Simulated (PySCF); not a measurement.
Structure with atom numbers: `[CH3:1][CH2:2][C:3](=[O:4])[SiH3:5]`; H(Xn) means a hydrogen on atom n.

Theory: geometry from GFN2-xTB, shielding tensors at PBE0/pcSseg-1 (GIAO), in PySCF 2.14 (averaged over atoms made equivalent by symmetry, fast rotation or ring inversion, isolated molecule, non-relativistic Hamiltonian, a single conformation).

Chemical shifts δ = σref − σ; 13C (186.93 ppm) and 1H (31.72 ppm) and 29Si (349.16 ppm) vs TMS; 17O (336.08 ppm) against H2O, all at this level.

```
 atoms  nucleus  count  δ (ppm)
    O4      17O      1    870.9
 H(C1)       1H      3        ?
 H(C2)       1H      2        ?
    C2      13C      1     51.0
   Si5     29Si      1    -94.0
    C3      13C      1    246.2
    C1      13C      1     10.9
H(Si5)       1H      3     4.05
```

Task: Complete the table.

Result: 
- H(C2): 2.45 ppm, hydrogen on an sp3 CH2 α to a carbonyl; α to C=O
- H(C1): 1.32 ppm, hydrogen on a methyl carbon

Shifts are as computed. Against solution values, carbons near 30 ppm lie about +3 ppm off and those near 130 ppm about +5 ppm. Of 1211 compounds with measured shifts, 218 miss one by over three times the rms of a fit or turn the order of signals round; such compounds aren't used in these exercises. Unscaled 17O shifts of doubly bonded oxygen tend to come out too high, by tens of ppm or more. Experimental scales use liquid or dissolved standards, which lie at an offset from isolated H2O (liquid H2O: subtract about 36 ppm).
